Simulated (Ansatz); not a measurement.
The same hydrolysis along the group Si, Ge, Sn.

Program: Ansatz. Geometries: PBE0-D4/def2-TZVP. ΔE: electronic, gas phase. CCSD(T)/CBS adds triple-zeta CCSD(T) − MP2 to the extrapolated MP2 energy (def2 sets, frozen cores). Small cases extrapolate CCSD(T) itself. DFT in def2-TZVPP. def2 core potentials past Kr. For Ge, Sn outer-core shells are correlated without core-valence functions, which leaves a few kJ/mol of doubt a bond. Scalar relativity is left out up to krypton. Each species was taken in one conformer, which may not be the lowest.

```json
{"reaction": "`F[Si]F` + H₂O → `O[Si]F` + H–F", "B2PLYP (kcal/mol)": "8.2"}
{"reaction": "`[F][Ge][F]` + H₂O → `[OH][Ge][F]` + H–F", "B2PLYP (kcal/mol)": "6.0"}
{"reaction": "`[F][Sn][F]` + H₂O → `[OH][Sn][F]` + H–F", "B2PLYP (kcal/mol)": "10.7"}
```

Give the CCSD(T)/CBS values in the same order. (Best estimate.)

Ansatz gave: 8.0, 5.3, 9.9 kcal/mol.

Largest T1 diagnostic: 0.018, for `[OH][Sn][F]`.

Extrapolated directly: `F[Si]F` + H₂O → `O[Si]F` + H–F.
